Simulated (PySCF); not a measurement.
A structure optimised at PBE-D3(BJ)/def2-SVP, used in a PySCF frequency run:

```xyz
7

Ga    -0.5434     0.0039     0.0000
O     -2.3398     0.1437     0.0000
H     -2.7961    -0.7175     0.0000
Se     0.5024    -2.1006     0.0000
H      1.8446    -1.4658     0.0000
Se     0.5170     2.0849     0.0000
H      1.8572     1.4443     0.0000
```

Q: Write its SMILES, formula and point group.

A: [OH][Ga]([SeH])[SeH], GaH3OSe2, Cs

Q: What are its rotational constants (standard atomic weights)?

A: 3.0845, 0.72523, 0.58717 GHz
